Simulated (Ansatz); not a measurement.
InCl2(SiH3) (InSiH₃Cl₂). Charge 0, multiplicity 3. Geometry PBE0-D4/def2-SVP, that of the neutral singlet; atoms count from 1.

```xyz
7

In    0.188    0.456   -1.187
Cl   -1.182    2.051   -2.237
Cl    1.973   -0.154   -2.590
Si   -0.196   -0.467    1.170
H     0.360   -1.847    1.256
H    -1.658   -0.472    1.463
H     0.515    0.433    2.125
```

In the def2 sets In takes a core potential; there is no spin–orbit coupling. At PBE0-D4/def2-TZVP a singlet of charge 0 lies 4.40 eV below the triplet at the same geometry.

Question: Estimate the Mulliken populations from the PBE0/def2-TZVP orbitals of Ansatz.

Answer: 
| atom | charge (e) | spin (α − β) |
| --- | --- | --- |
| In1 | 0.46 | 0.94 |
| Cl2 | -0.29 | 0.20 |
| Cl3 | -0.29 | 0.20 |
| Si4 | 0.00 | 0.55 |
| H5 | 0.04 | 0.02 |
| H6 | 0.04 | 0.03 |
| H7 | 0.04 | 0.06 |
Mulliken values and Mayer orders depend strongly on the basis.

Question: Where does the spin sit?

Answer: Summed by element: In 0.94, Cl 0.39, Si 0.55, H 0.11, of 2 unpaired in all. Largest on single atoms: In1 0.94, Si4 0.55, Cl3 0.20.

Question: And the Mayer bond orders between bonded heavy atoms (over 0.3)?

Answer: In1–Cl2 0.92 (2.35 Å); In1–Cl3 0.92 (2.35 Å); In1–Si4 0.85 (2.56 Å).
